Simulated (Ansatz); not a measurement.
C2H6BN, SMILES `BCC=N`, relaxed with RKS PBE-D4/def2-SVP in Ansatz 0.2.0 from a rough embedded geometry. The force threshold is 0.03 eV/Å; the program also tests the step.

The species carries charge 0 and has multiplicity 1.

Start:

```xyz
10

B    -1.337   -0.076    0.307
C     0.136   -0.051    0.715
C     0.945    0.508   -0.381
N     1.232   -0.181   -1.538
H    -2.002   -1.097    0.285
H    -1.963    0.954    0.031
H     0.489   -1.085    0.935
H     0.269    0.569    1.576
H     1.426    1.536   -0.307
H     0.804   -1.077   -1.623
```

By how much does the energy fall, and how many steps does the optimiser take? (An estimate is asked.)

The calculation gave: 12.95 kcal/mol, in 7 steps.

Which bonds change most? (Best estimate.)

Ansatz gave: C3–N4 from 1.376 to 1.280 Å; C2–C3 from 1.473 to 1.520 Å; B1–C2 from 1.528 to 1.571 Å; C2–H8 from 1.069 to 1.112 Å.

Give the relaxed structure. (Best estimate.)

The calculation gave: 
```xyz
10

B    -1.375    0.027    0.367
C     0.149   -0.149    0.706
C     0.843    0.449   -0.508
N     1.336   -0.173   -1.512
H    -2.076   -0.930    0.094
H    -1.854    1.145    0.313
H     0.465   -1.200    0.861
H     0.408    0.467    1.594
H     0.883    1.561   -0.528
H     1.220   -1.197   -1.387
```
